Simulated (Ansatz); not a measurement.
`FCOCC(F)(F)F`, one more setting.

```yaml
crystal:
  periodic: [false, false, false]
  atoms:
    - {symbol: F, position_ang: [1.867317, -0.730019, 1.623952]}
    - {symbol: C, position_ang: [1.527527, 0.326307, 0.665553]}
    - {symbol: O, position_ang: [0.957223, -0.159947, -0.404247]}
    - {symbol: C, position_ang: [-0.378522, -0.749915, -0.087857]}
    - {symbol: C, position_ang: [-1.309917, 0.313636, -0.721857]}
    - {symbol: F, position_ang: [-1.352549, 1.317917, -0.088853]}
    - {symbol: F, position_ang: [-1.185772, 0.643956, -1.998599]}
    - {symbol: F, position_ang: [-2.477139, -0.364232, -0.526954]}
    - {symbol: H, position_ang: [0.865620, 0.948014, 1.238664]}
    - {symbol: H, position_ang: [2.553051, 0.880651, 0.354738]}
    - {symbol: H, position_ang: [-0.397791, -1.559541, -0.876028]}
    - {symbol: H, position_ang: [-0.493292, -0.935800, 0.754897]}
basis:
  gaussian: {orbitals: cc-pVTZ}
hamiltonian: {xc: {name: r2SCANh}}
```

```sh
$ ansatz run in.yaml --threads 4 --pin off --events-out ev --progress --plain --max-ram 11315MiB
```

Shortened log:

```
Functional definition: r2SCANh
  name "r2SCANh"
  cite "Bursch, Neugebauer, Ehlert & Grimme, J. Chem. Phys. 156, 134105 (2022) doi:10.1063/5.0086040"
  cite "Furness, Kaplan, Ning, Perdew & Sun, J. Phys. Chem. Lett. 11, 8208 (2020) doi:10.1021/acs.jpclett.0c02405"
  cite "Furness, Kaplan, Ning, Perdew & Sun, J. Phys. Chem. Lett. 11, 9248 (2020) doi:10.1021/acs.jpclett.0c03077"
  parent r2scan
  parameter a = 0.1
  parameter k0 = 0.174
  parameter k1 = 0.065
  parameter a1 = 4.9479
  exchange = (1 - a)*r2scan_x(k0 = k0, k1 = k1, a1 = a1) + a*exact_x
  correlation = r2scan_c
1483 factors; their error is unknown
mean field evaluation 1: about -16080.9860 eV, gradient 5.7e1 eV
mean field evaluation 2: about -16079.4563 eV, gradient 6.5e1 eV
mean field evaluation 4: about -16086.0574 eV, gradient 2.9e0 eV
mean field evaluation 8: about -16086.0772 eV, gradient 9.7e-2 eV
mean field evaluation 16: about -16086.0282 eV, gradient 4.7e-4 eV
mean field -16086.02819428 eV, -591.1506326384 hartree, gradient 3.5e-5 eV, S^2 0.000000; 0 other end points of the search recorded, 0 dependent functions left out
reference -16086.02820208 eV, -591.1506329249 hartree; 33, 33 occupied and 263, 263 virtual orbitals, 1483 factors
Total energy: -16086.02820208 eV, -591.1506329249 hartree
```

Hardware: 4 threads of an AMD EPYC 9R45 on a shared host. Wall time 2.1 s, peak host memory 0.73 GiB.
